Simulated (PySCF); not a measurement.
Screening by computed properties: pick the candidate that meets the target.

All species are isolated and taken at one optimised geometry, non-relativistic unless stated; the electronic structure was computed with PySCF and density fitting.

The conformers computed, where there is a choice (atom-mapped SMILES and torsion angles):
- `[CH3:1][O:2][C@@H:3]([SiH3:4])[O:5][CH:6]1[CH2:7][CH2:8]1`: C1–O2–C3–Si4 162°, O2–C3–O5–C6 80°, C3–O5–C6–C7 -178°
- `[CH3:1][CH:2]([CH3:3])[CH2:4][SiH2:5][C@H:6]([F:7])[C:8]#[N:9]`: C1–C2–C4–Si5 -59°, C2–C4–Si5–C6 -168°, C4–Si5–C6–F7 64°
- `[CH3:1]/[CH:2]=[CH:3]/[SiH:4]([O:5][CH3:6])[O:7][CH3:8]`: C2–C3–Si4–O5 125°, C3–Si4–O5–C6 62°, C3–Si4–O7–C8 175°
- `[CH2:1]=[CH:2][C:3]1=[CH:4][C:5]([CH3:6])=[CH:7][C@@H:8]([F:9])[CH2:10]1`: C1–C2–C3–C4 175°
- `[CH3:1][C@@H:2]1[SiH2:3][O:4][C@:5]1([CH3:6])[CH2:7][OH:8]`: O4–C5–C7–O8 -48°, H–O8–C7–C5 55°
- `[CH3:1][C@@:2]1([F:3])[CH:4]=[CH:5][CH:6]=[C:7]1[CH:8]1[CH2:9][CH2:10]1`: C6–C7–C8–C9 -25°

Question: Wanted: HOMO energy below -7.5 eV (PBE0/pcSseg-1) and dipole moment above 2.2 D (PBE0/pcSseg-1), at GFN2-xTB geometries. Which candidate meets both?
A. `C=CC1=CC(C)=C[C@@H](F)C1`
B. `C[C@@H]1[SiH2]O[C@]1(C)CO`
C. `C/C=C/[SiH](OC)OC`
D. `CC(C)C[SiH2][C@H](F)C#N`
E. `CO[C@@H]([SiH3])OC1CC1`
F. `C[C@@]1(F)C=CC=C1C1CC1`

Answer: D. Computed values:
| species | HOMO energy | dipole moment |
| --- | --- | --- |
| CC(C)C[SiH2][C@H](F)C#N | -8.61 eV | 3.61 D |
| C[C@@H]1[SiH2]O[C@]1(C)CO | -7.54 eV | 1.50 D |
| C/C=C/[SiH](OC)OC | -7.38 eV | 0.75 D |
| CO[C@@H]([SiH3])OC1CC1 | -7.15 eV | 2.31 D |
| C=CC1=CC(C)=C[C@@H](F)C1 | -6.23 eV | 2.08 D |
| C[C@@]1(F)C=CC=C1C1CC1 | -6.08 eV | 1.91 D |
